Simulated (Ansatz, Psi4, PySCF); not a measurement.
chlorine atom (Cl), doublet. Base run: BHANDHLYP/def2-TZVP (PySCF).

Geometry (Å):
```xyz
1

Cl     0.0000     0.0000     0.0000
```
Charge 0, spin multiplicity 2.
Orbitals are unrestricted.
All else is at PySCF's defaults.

The same geometry, method and basis name were run in Ansatz (a first-principles code) and Psi4 and PySCF, at each program's defaults and at the settings that a row names. The base is PySCF at its defaults. Differences at the defaults can come from grids, fitting, cores and function types together.

```json
[
 {"code and settings": "PySCF, defaults (exact integrals, its default grid, spherical functions)", "ΔE vs base (µEh)": "0.0", "basis functions": "37", "E (Eh)": "-460.15609", "SCF cycles": "7"},
 {"code and settings": "Psi4, defaults (density fitting with its default set, its default grid, spherical functions)", "ΔE vs base (µEh)": "-8.7", "basis functions": "37", "E (Eh)": "-460.15610", "SCF cycles": "10"},
 {"code and settings": "Ansatz, defaults (factorised integrals, its default grid, spherical functions)", "ΔE vs base (µEh)": "7.3", "basis functions": "37", "E (Eh)": "-460.15608", "SCF cycles": "-"},
 {"code and settings": "PySCF, density fitting with def2-universal-jkfit", "ΔE vs base (µEh)": "-9.0", "basis functions": "37", "E (Eh)": "-460.15610", "SCF cycles": "7"},
 {"code and settings": "PySCF, fine grid", "ΔE vs base (µEh)": "0.0", "basis functions": "37", "E (Eh)": "-460.15609", "SCF cycles": "7"},
 {"code and settings": "Psi4, exact integrals, spherical functions, fine grid", "ΔE vs base (µEh)": "0.0", "basis functions": "37", "E (Eh)": "-460.15609", "SCF cycles": "12"},
 {"code and settings": "Ansatz, high accuracy", "ΔE vs base (µEh)": "0.0", "basis functions": "37", "E (Eh)": "-460.15609", "SCF cycles": "-"}
]
```

Open shells are given as the SCF converged; they aren't shown to be the lowest states, and a large step between rows can be another state.
